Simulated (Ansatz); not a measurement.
Two isomers of C2H9BSi: A = `CB[SiH2]C`, B = `BCC[SiH3]`.

Computed with Ansatz on PBE0-D4/def2-TZVP structures; ΔE is electronic, products minus reactants. CCSD(T)/CBS adds triple-zeta CCSD(T) − MP2 to the extrapolated MP2 energy (def2 sets, frozen cores). DFT in def2-TZVPP. B3LYP here is the variant with VWN-RPA as its local correlation; programs differ in this. One conformer a species, not always the lowest.

**Question.** Which isomer does CCSD(T)/CBS put lower? Give the gap. (An estimate is asked.)

**Answer.** Ansatz gave: A, by 37.5 kJ/mol.

**Question.** Give E(B) − E(A) in kJ/mol with MP2/def2-TZVPP, B2PLYP, PBE-D4, B3LYP, ωB97M-V, HF/def2-TZVPP, CCSD(T)/def2-TZVPP. (Estimate.)

**Answer.** Computed: MP2/def2-TZVPP 30.1, B2PLYP 38.9, PBE-D4 48.1, B3LYP 44.3, ωB97M-V 37.9, HF/def2-TZVPP 36.6, CCSD(T)/def2-TZVPP 36.5. None reverses the order clearly.

Largest T1 diagnostic: 0.011.
